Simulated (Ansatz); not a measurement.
Ansatz (a first-principles code) input (B3LYP-D3(BJ)/def2-TZVP):

Ansatz 0.2 input:
```yaml
crystal:
  periodic: [false, false, false]
  atoms:
    - {symbol: C, position_ang: [2.77616163, 0.31506577, 0.60664913]}
    - {symbol: C, position_ang: [1.48679175, 0.70505045, -0.11000687]}
    - {symbol: C, position_ang: [0.50044226, -0.46052923, -0.22882614]}
    - {symbol: C, position_ang: [-0.75577904, -0.08482832, -0.98636312]}
    - {symbol: C, position_ang: [-1.96883042, -0.08565058, -0.49905318]}
    - {symbol: C, position_ang: [-2.70199203, -0.38278692, 0.73448850]}
    - {symbol: H, position_ang: [3.46175583, 1.16109360, 0.68121114]}
    - {symbol: H, position_ang: [2.57144713, -0.03772224, 1.62043515]}
    - {symbol: H, position_ang: [3.29368606, -0.48796003, 0.07628498]}
    - {symbol: H, position_ang: [0.99930535, 1.52871545, 0.41898870]}
    - {symbol: H, position_ang: [1.71942894, 1.08065244, -1.11126882]}
    - {symbol: H, position_ang: [0.24157218, -0.82494142, 0.76838452]}
    - {symbol: H, position_ang: [0.99235984, -1.29150501, -0.74737966]}
    - {symbol: H, position_ang: [-0.59886121, 0.22509733, -2.01955893]}
    - {symbol: H, position_ang: [-2.02291840, -0.70922923, 1.53516525]}
    - {symbol: H, position_ang: [-3.24239954, 0.49534805, 1.09690899]}
    - {symbol: H, position_ang: [-3.43614092, -1.17747585, 0.57949888]}
basis:
  gaussian:
    orbitals: def2-TZVP
hamiltonian:
  xc: b3lyp
  dispersion: d3bj
magnetization: {spin_polarized: true, initial_magnetization: 1}
phonons: {temperatures: {t_min: 298.15, t_max: 298.15, t_step: 100}}
```

Output:

```
Functional definition: B3LYP
integrals: 0.18 GiB planned
1564 factors; their error is unknown
0.34 GiB of the device are held for the grids
1.39 GiB of device memory are held for the factors and their scratch space
mean field: 1.71 GiB planned
mean field evaluation 1: about -6386.0062 eV, gradient 5.8e1 eV
mean field evaluation 2: about -6376.3383 eV, gradient 7.0e1 eV
mean field evaluation 4: about -6401.7228 eV, gradient 6.4e0 eV
mean field evaluation 8: about -6401.9258 eV, gradient 1.3e-1 eV
mean field evaluation 16: about -6401.8905 eV, gradient 7.0e-3 eV
mean field -6401.89052002 eV, -235.2651372536 hartree, gradient 6.9e-5 eV, S^2 0.758430; 0 other end points of the search recorded, 0 dependent functions left out
the calculation of the forces begins
reference -6401.89085691 eV, -235.2651496340 hartree; 24, 23 occupied and 228, 229 virtual orbitals, 1564 factors
these checks for a lower state are left out or cut short: stability, starts, cluster_reference, orbital_swaps, neighbouring_geometries, increment
integrals: 0.18 GiB planned
1564 factors; their error is unknown
0.34 GiB of the device are held for the grids
1.39 GiB of device memory are held for the factors and their scratch space
mean field: 1.71 GiB planned
mean field -6401.89042053 eV, -235.2651335973 hartree, gradient 2.7e-6 eV, S^2 0.758430; 0 other end points of the search recorded, 0 dependent functions left out
the calculation of the forces begins
reference -6401.89075735 eV, -235.2651459752 hartree; 24, 23 occupied and 228, 229 virtual orbitals, 1564 factors
these checks for a lower state are left out or cut short: stability, starts, cluster_reference, orbital_swaps, neighbouring_geometries, increment
integrals: 0.18 GiB planned
1564 factors; their error is unknown
0.34 GiB of the device are held for the grids
1.39 GiB of device memory are held for the factors and their scratch space
mean field: 1.71 GiB planned
mean field evaluation 32: about -6401.8897 eV, gradient 4.7e-1 eV
mean field -6401.89031937 eV, -235.2651298796 hartree, gradient 2.7e-6 eV, S^2 0.758430; 0 other end points of the search recorded, 0 dependent functions left out
the calculation of the forces begins
reference -6401.89065632 eV, -235.2651422625 hartree; 24, 23 occupied and 228, 229 virtual orbitals, 1564 factors
these checks for a lower state are left out or cut short: stability, starts, cluster_reference, orbital_swaps, neighbouring_geometries, increment
integrals: 0.18 GiB planned
1564 factors; their error is unknown
0.34 GiB of the device are held for the grids
1.39 GiB of device memory are held for the factors and their scratch space
mean field: 1.71 GiB planned
mean field -6401.89036121 eV, -235.2651314173 hartree, gradient 2.7e-6 eV, S^2 0.758430; 0 other end points of the search recorded, 0 dependent functions left out
the calculation of the forces begins
reference -6401.89069812 eV, -235.2651437985 hartree; 24, 23 occupied and 228, 229 virtual orbitals, 1564 factors
these checks for a lower state are left out or cut short: stability, starts, cluster_reference, orbital_swaps, neighbouring_geometries, increment
integrals: 0.18 GiB planned
1564 factors; their error is unknown
0.34 GiB of the device are held for the grids
1.39 GiB of device memory are held for the factors and their scratch space
mean field: 1.71 GiB planned
mean field -6401.89033987 eV, -235.2651306331 hartree, gradient 2.7e-6 eV, S^2 0.758430; 0 other end points of the search recorded, 0 dependent functions left out
[...]
these checks for a lower state are left out or cut short: stability, starts, cluster_reference, orbital_swaps, neighbouring_geometries, increment
integrals: 0.18 GiB planned
1564 factors; their error is unknown
0.34 GiB of the device are held for the grids
1.39 GiB of device memory are held for the factors and their scratch space
mean field: 1.71 GiB planned
mean field evaluation 672: about -6401.8905 eV, gradient 2.5e-6 eV
mean field -6401.89045422 eV, -235.2651348355 hartree, gradient 2.7e-6 eV, S^2 0.758430; 0 other end points of the search recorded, 0 dependent functions left out
the calculation of the forces begins
reference -6401.89079115 eV, -235.2651472172 hartree; 24, 23 occupied and 228, 229 virtual orbitals, 1564 factors
these checks for a lower state are left out or cut short: stability, starts, cluster_reference, orbital_swaps, neighbouring_geometries, increment
integrals: 0.18 GiB planned
1564 factors; their error is unknown
0.34 GiB of the device are held for the grids
1.39 GiB of device memory are held for the factors and their scratch space
mean field: 1.71 GiB planned
mean field -6401.89044452 eV, -235.2651344789 hartree, gradient 2.7e-6 eV, S^2 0.758430; 0 other end points of the search recorded, 0 dependent functions left out
the calculation of the forces begins
reference -6401.89078137 eV, -235.2651468581 hartree; 24, 23 occupied and 228, 229 virtual orbitals, 1564 factors
these checks for a lower state are left out or cut short: stability, starts, cluster_reference, orbital_swaps, neighbouring_geometries, increment
integrals: 0.18 GiB planned
1564 factors; their error is unknown
0.34 GiB of the device are held for the grids
1.39 GiB of device memory are held for the factors and their scratch space
mean field: 1.71 GiB planned
mean field -6401.89050944 eV, -235.2651368647 hartree, gradient 2.7e-6 eV, S^2 0.758432; 0 other end points of the search recorded, 0 dependent functions left out
the calculation of the forces begins
reference -6401.89084636 eV, -235.2651492463 hartree; 24, 23 occupied and 228, 229 virtual orbitals, 1564 factors
these checks for a lower state are left out or cut short: stability, starts, cluster_reference, orbital_swaps, neighbouring_geometries, increment
integrals: 0.18 GiB planned
1564 factors; their error is unknown
0.34 GiB of the device are held for the grids
1.39 GiB of device memory are held for the factors and their scratch space
mean field: 1.71 GiB planned
mean field -6401.89048270 eV, -235.2651358822 hartree, gradient 2.7e-6 eV, S^2 0.758429; 0 other end points of the search recorded, 0 dependent functions left out
the calculation of the forces begins
reference -6401.89081956 eV, -235.2651482614 hartree; 24, 23 occupied and 228, 229 virtual orbitals, 1564 factors
these checks for a lower state are left out or cut short: stability, starts, cluster_reference, orbital_swaps, neighbouring_geometries, increment
integrals: 0.18 GiB planned
1564 factors; their error is unknown
0.34 GiB of the device are held for the grids
1.39 GiB of device memory are held for the factors and their scratch space
mean field: 1.71 GiB planned
mean field -6401.89044424 eV, -235.2651344686 hartree, gradient 2.7e-6 eV, S^2 0.758431; 0 other end points of the search recorded, 0 dependent functions left out
the calculation of the forces begins
reference -6401.89078105 eV, -235.2651468461 hartree; 24, 23 occupied and 228, 229 virtual orbitals, 1564 factors
these checks for a lower state are left out or cut short: stability, starts, cluster_reference, orbital_swaps, neighbouring_geometries, increment
integrals: 0.18 GiB planned
1564 factors; their error is unknown
0.34 GiB of the device are held for the grids
1.39 GiB of device memory are held for the factors and their scratch space
mean field: 1.71 GiB planned
mean field evaluation 704: about -6401.8898 eV, gradient 4.7e-1 eV
mean field -6401.89049028 eV, -235.2651361604 hartree, gradient 2.7e-6 eV, S^2 0.758430; 0 other end points of the search recorded, 0 dependent functions left out
the calculation of the forces begins
reference -6401.89082724 eV, -235.2651485437 hartree; 24, 23 occupied and 228, 229 virtual orbitals, 1564 factors
these checks for a lower state are left out or cut short: stability, starts, cluster_reference, orbital_swaps, neighbouring_geometries, increment
integrals: 0.18 GiB planned
1564 factors; their error is unknown
0.34 GiB of the device are held for the grids
1.39 GiB of device memory are held for the factors and their scratch space
mean field: 1.71 GiB planned
mean field -6401.89045156 eV, -235.2651347377 hartree, gradient 2.7e-6 eV, S^2 0.758429; 0 other end points of the search recorded, 0 dependent functions left out
the calculation of the forces begins
reference -6401.89078841 eV, -235.2651471165 hartree; 24, 23 occupied and 228, 229 virtual orbitals, 1564 factors
these checks for a lower state are left out or cut short: stability, starts, cluster_reference, orbital_swaps, neighbouring_geometries, increment
integrals: 0.18 GiB planned
1564 factors; their error is unknown
0.34 GiB of the device are held for the grids
1.39 GiB of device memory are held for the factors and their scratch space
mean field: 1.71 GiB planned
mean field -6401.89046926 eV, -235.2651353883 hartree, gradient 2.7e-6 eV, S^2 0.758431; 0 other end points of the search recorded, 0 dependent functions left out
the calculation of the forces begins
reference -6401.89080620 eV, -235.2651477703 hartree; 24, 23 occupied and 228, 229 virtual orbitals, 1564 factors
these checks for a lower state are left out or cut short: stability, starts, cluster_reference, orbital_swaps, neighbouring_geometries, increment
integrals: 0.18 GiB planned
1564 factors; their error is unknown
0.34 GiB of the device are held for the grids
1.39 GiB of device memory are held for the factors and their scratch space
mean field: 1.71 GiB planned
mean field -6401.89051089 eV, -235.2651369178 hartree, gradient 2.7e-6 eV, S^2 0.758431; 0 other end points of the search recorded, 0 dependent functions left out
the calculation of the forces begins
reference -6401.89084776 eV, -235.2651492978 hartree; 24, 23 occupied and 228, 229 virtual orbitals, 1564 factors
these checks for a lower state are left out or cut short: stability, starts, cluster_reference, orbital_swaps, neighbouring_geometries, increment
integrals: 0.18 GiB planned
1564 factors; their error is unknown
0.34 GiB of the device are held for the grids
1.39 GiB of device memory are held for the factors and their scratch space
mean field: 1.71 GiB planned
mean field evaluation 736: about -6401.8905 eV, gradient 2.7e-6 eV
mean field -6401.89049509 eV, -235.2651363373 hartree, gradient 2.7e-6 eV, S^2 0.758429; 0 other end points of the search recorded, 0 dependent functions left out
the calculation of the forces begins
reference -6401.89083199 eV, -235.2651487181 hartree; 24, 23 occupied and 228, 229 virtual orbitals, 1564 factors
Total energy: -6402.45854452 eV, -235.2860117687 hartree
Atom 0 at     2.776162     0.315066     0.606649 Å, force     0.000020     0.000143    -0.000020 eV/Å
Atom 1 at     1.486792     0.705050    -0.110007 Å, force    -0.001278    -0.000855     0.000210 eV/Å
Atom 2 at     0.500442    -0.460529    -0.228826 Å, force     0.001663     0.000819     0.001629 eV/Å
Atom 3 at    -0.755779    -0.084828    -0.986363 Å, force     0.000385    -0.000663    -0.001287 eV/Å
Atom 4 at    -1.968830    -0.085651    -0.499053 Å, force    -0.000412     0.000579    -0.000845 eV/Å
Atom 5 at    -2.701992    -0.382787     0.734488 Å, force     0.001034     0.000492     0.001293 eV/Å
Atom 6 at     3.461756     1.161094     0.681211 Å, force     0.000190     0.000206     0.000024 eV/Å
Atom 7 at     2.571447    -0.037722     1.620435 Å, force    -0.000079    -0.000030     0.000031 eV/Å
Atom 8 at     3.293686    -0.487960     0.076285 Å, force     0.000230    -0.000158    -0.000106 eV/Å
Atom 9 at     0.999305     1.528715     0.418989 Å, force     0.000239     0.000055    -0.000041 eV/Å
Atom 10 at     1.719429     1.080652    -1.111269 Å, force     0.000245     0.000033    -0.000139 eV/Å
Atom 11 at     0.241572    -0.824941     0.768385 Å, force    -0.000368     0.000126    -0.000467 eV/Å
Atom 12 at     0.992360    -1.291505    -0.747380 Å, force     0.000094    -0.000227    -0.000600 eV/Å
Atom 13 at    -0.598861     0.225097    -2.019559 Å, force    -0.000921    -0.000138     0.001116 eV/Å
Atom 14 at    -2.022918    -0.709229     1.535165 Å, force    -0.000500     0.000208    -0.000445 eV/Å
Atom 15 at    -3.242400     0.495348     1.096909 Å, force    -0.000244    -0.000179     0.000079 eV/Å
Atom 16 at    -3.436141    -1.177476     0.579499 Å, force    -0.000296    -0.000409    -0.000432 eV/Å
Dipole moment:     0.073466    -0.043482     0.176118 e Å
Vibrations: 55.28 88.50 120.78 191.82 234.37 246.47 354.83 425.52 534.20 747.51 773.95 872.33 899.62 910.74 1012.95 1033.79 1049.16 1052.42 1110.99 1131.22 1251.04 1289.39 1323.91 1334.57 1378.77 1396.28 1413.96 1456.54 1470.22 1483.05 1493.93 1499.00 1509.33 1761.86 2965.43 3004.37 3020.88 3025.75 3041.87 3048.00 3060.97 3072.12 3083.62 3087.96 3090.94 cm⁻¹, zero-point energy 4.116908 eV
```

It need not be the lowest isomer of its formula.
